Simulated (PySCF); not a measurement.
## Basis set benchmark on one molecule

Molecule: SMILES CO[Si](C)(C)OC, C$_{4}$H$_{12}$O$_{2}$Si.

Numbering as in the mapped SMILES `[CH3:1][O:2][Si:3]([CH3:4])([CH3:5])[O:6][CH3:7]`. Hydrogens are named by the atom that carries them.

Geometry PBE0-D3(BJ)/def2-SVP throughout; GIAO in PySCF 2.14.0 with density-fitted response routines, gas phase, one conformer, non-relativistic; equivalent atoms averaged; functional PBE0.

Reference values (measured; liquid, neat; T. M. Alam, M. Henry, Phys. Chem. Chem. Phys. (a906445a), supplement): δ(Si3) = -2.0 ppm vs TMS (internal). Computed shifts are taken against TMS, calculated as an isolated molecule at each level.

**Question.** How do the basis sets STO-3G, pcSseg-0, 6-31G, 6-31G*, cc-pVDZ, def2-SVP, pcSseg-1, 6-311+G(2d,p), aug-cc-pVDZ, def2-TZVP perform against the reference? Times are CPU seconds on shared hosts with different chips, so compare them loosely.

**Answer.** 
```tsv
basis set	functions	Si3	abs. error Si	core-s
STO-3G	51	7.8	9.8	6.8
pcSseg-0	91	12.3	14.3	8.5
6-31G	91	28.4	30.4	15
6-31G*	126	8.1	10.1	21
cc-pVDZ	162	2.1	4.1	20
def2-SVP	162	-5.9	3.9	18
pcSseg-1	186	4.4	6.4	27
6-311+G(2d,p)	269	5.2	7.2	75
aug-cc-pVDZ	273	15.4	17.4	45
def2-TZVP	295	1.6	3.6	49
```

For ²⁹Si the closest is def2-TZVP (3.6 ppm) and the furthest 6-31G (30.4 ppm). Where a smaller basis beats a larger one, errors probably cancel. One molecule is a small sample, and vibrational and solvent effects are absent from the calculation.

A small basis that lands close on one nucleus may do so by chance; judge by the trend and by all nuclei.
